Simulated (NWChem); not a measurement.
Molecule: BH$_{3}$SeO$_{2}$; SMILES OB(O)[SeH]

```xyz
7

B      0.0026    -0.9724     0.0000
O      1.1545    -1.6967     0.0000
H      1.9634    -1.1783     0.0000
O     -1.1906    -1.6108     0.0000
H     -1.0753    -2.5688     0.0000
Se     0.0243     0.9990     0.0000
H     -1.4393     1.1044     0.0000
```
Atoms are numbered in this order, from 1.

Computed with NWChem. Medium grid unless said otherwise, to which SCAN and Minnesota functionals are sensitive. Geometry: optimised at PBE0/def2-SVP. Total energies of different functionals are on different scales.

```json
[
 {"level": "B3LYP/def2-SVP", "energy (Ha)": "-2578.3991", "highest occupied level (eV)": "-6.59", "orbital gap (eV)": "6.76", "dipole (D)": "1.41"},
 {"level": "PBE/def2-SVP", "energy (Ha)": "-2577.8002", "highest occupied level (eV)": "?", "orbital gap (eV)": "5.19", "dipole (D)": "1.43"},
 {"level": "TPSSh/def2-SVP", "energy (Ha)": "-2578.2968", "highest occupied level (eV)": "-6.27", "orbital gap (eV)": "6.33", "dipole (D)": "1.47"},
 {"level": "LDA (Slater exchange, VWN5)/def2-SVP", "energy (Ha)": "-2573.5972", "highest occupied level (eV)": "-5.76", "orbital gap (eV)": "5.16", "dipole (D)": "1.42"},
 {"level": "PBE0/def2-SVP", "energy (Ha)": "-2577.8850", "highest occupied level (eV)": "-6.89", "orbital gap (eV)": "7.34", "dipole (D)": "1.42"},
 {"level": "OLYP/def2-SVP", "energy (Ha)": "-2578.9833", "highest occupied level (eV)": "-5.49", "orbital gap (eV)": "5.16", "dipole (D)": "1.41"},
 {"level": "M06-2X/def2-SVP", "energy (Ha)": "-2578.3217", "highest occupied level (eV)": "-8.03", "orbital gap (eV)": "9.26", "dipole (D)": "1.46"},
 {"level": "CAM-B3LYP/def2-SVP", "energy (Ha)": "-2578.4192", "highest occupied level (eV)": "-8.12", "orbital gap (eV)": "9.62", "dipole (D)": "1.43"}
]
```

Fill in the missing entries.


- PBE/def2-SVP, highest occupied level (eV): -5.65
